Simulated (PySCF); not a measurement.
C2F5 (SMILES F[C](F)C(F)(F)F), doublet, at a GFN2-xTB geometry. Base run: PySCF with PBE/3-21G.

Input for PySCF:
```python
from pyscf import gto, scf, dft

mol = gto.M(
    atom='''
F     1.33263497   -1.34508685   -0.09956568
C     0.89342460   -0.10323390   -0.22295752
F     1.69497119    0.76164160    0.37691203
C    -0.59425481    0.11916949   -0.07500397
F    -1.03231455   -0.08973964    1.18180137
F    -0.91885164    1.36923302   -0.39550019
F    -1.27588651   -0.70667185   -0.86500654
''',
    basis='3-21g',
    spin=1,
    verbose=4,
)

mf = dft.UKS(mol)
mf.xc = 'pbe'
mf.kernel()
mo_i, mo_e, stable_i, stable_e = mf.stability(internal=True, external=False, return_status=True, nroots=6, tol=1e-6)
print('internally stable:', stable_i, ' externally stable:', stable_e)
if not stable_i:
    umf = mf.copy()
    umf.scf_summary = {}
    umf.kernel(umf.make_rdm1(mo_i, mf.mo_occ))
```

The bond that is stretched is that between atoms 5 and 4. A test that says stable can miss a lower solution.

The base run was repeated with changes; each row names its change, and settings that it needs were set with it.

```tsv
change	ΔE vs base (eV)	<S^2>	stability test says	outcome
base	0.00	0.751	internally stable (external not tested)	converged
bond × 1.25	0.68	0.752	internally stable (external not tested)	converged
bond × 1.5	2.05	0.763	internally stable (external not tested)	converged
bond × 1.8	3.20	0.783	internally stable (external not tested)	converged
bond × 2.2	3.88	0.762	internally stable (external not tested)	converged
bond × 3.0	-	-	-	not converged
```

On stretching, the SCF can end on different states; <S^2> shows the spin contamination of each.
